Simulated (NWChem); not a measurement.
Species: CH₅FO₂Si; SMILES O[SiH](O)CF

```xyz
10

O      1.5066    -0.8187    -0.3147
Si     0.0209    -0.4531     0.3309
O     -1.0581    -1.6123    -0.1480
C     -0.6822     1.1529    -0.3555
F      0.1083     2.2037     0.0826
H      2.2816    -0.5377     0.1788
H      0.1601    -0.3477     1.8153
H     -0.7895    -2.5309    -0.0558
H     -0.6920     1.1411    -1.4600
H     -1.7218     1.3171    -0.0199
```
Atoms are numbered in this order, from 1.

All runs: NWChem. Medium grid unless said otherwise, to which SCAN and Minnesota functionals are sensitive. Geometry: optimised at PBE0/def2-SVP. B3LYP is NWChem's, with the RPA form of VWN correlation. Total energies of different functionals are on different scales.

| level | energy (Ha) | highest occupied level (eV) | orbital gap (eV) | dipole (D) |
|---|---|---|---|---|
| PBE/def2-TZVP | -580.6672 | -6.74 | 6.25 | 1.64 |
| B3LYP/def2-TZVP | -581.1541 | -8.07 | 8.19 | 1.74 |
| TPSSh/def2-TZVP | -581.1399 | -7.48 | 7.59 | 1.73 |
| PBE0/def2-TZVP | -580.7011 | -8.26 | 8.70 | 1.71 |
| r2SCAN/def2-TZVP | -580.9643 | -7.08 | 7.08 | 1.70 |
| PW6B95/def2-TZVP | -581.7058 | -8.41 | 8.81 | 1.74 |
